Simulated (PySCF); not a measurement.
C4H9FSi, SMILES C/C=C(\F)[SiH2]C. Geometry optimised at PBE-D3(BJ)/def2-SVP. The structure was generated by enumeration; whether it is a known compound was not checked. Other conformers were not sampled.

Computed equilibrium geometry at PBE-D3(BJ)/def2-SVP (PySCF confirms it by a frequency run) as a Z-matrix (one conformer of several):
```
C
C 1 1.3496
F 1 1.3722 2 119.20
H 2 1.1029 1 116.12 3 -179.86
C 2 1.4974 4 118.52 1 179.91
H 5 1.1060 2 111.26 4 179.78
H 5 1.1111 6 108.43 2 122.53
H 5 1.1112 6 108.39 7 115.05
Si 1 1.8904 2 127.89 4 -0.43
H 9 1.5053 1 107.33 2 -1.06
H 9 1.5065 10 108.99 1 -117.81
C 9 1.8869 10 112.08 11 -121.51
H 12 1.1083 9 110.85 10 -54.64
H 12 1.1084 13 108.52 9 -122.61
H 12 1.1088 13 108.11 14 -117.25
```
Charge 0, spin multiplicity 1.
